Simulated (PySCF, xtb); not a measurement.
C₂H₄BN₃, SMILES NB1N=CC=N1.

GFN2-xTB (xtb) at its own geometry gives an orbital gap of 1.48 eV and a dipole moment of 1.09 D.

Geometry: B3LYP-D3(BJ)/def2-SVP. This is a generated structure with no PubChem entry under its InChIKey; it may be hypothetical. Other conformers were not sampled.

What does PBE/def2-TZVP (PySCF) give? (An estimate is asked for; the answer gives what the named calculation found.)

gap 2.53 eV (levels -5.99 and -3.46 eV), dipole 0.71 D.
